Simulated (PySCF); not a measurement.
Vertical excitations of a molecule C₅H₇F from PySCF 2.14.0 with TDA-LC-ωPBE/def2-SVPD, as energy in eV (oscillator strength): 6.32 (1.138), 7.11 (0.004), 7.86 (0.010), 7.98 (0.013), 8.03 (0.008), 8.11 (0.009), 8.30 (0.004), 8.41 (0.003), 8.47 (0.001), 9.12 (0.009). Lowest triplet (TDA): 3.04 eV. Geometry: r2SCAN-D4/def2-SVP. One conformer was computed; it need not be the lowest.

Which molecule gave these data?
A) C=C(F)/C=C/C
B) CC1=CC[C@@H]1F
C) C=C(C)/C=C\F
D) C=CC/C=C\F

A, C=C(F)/C=C/C
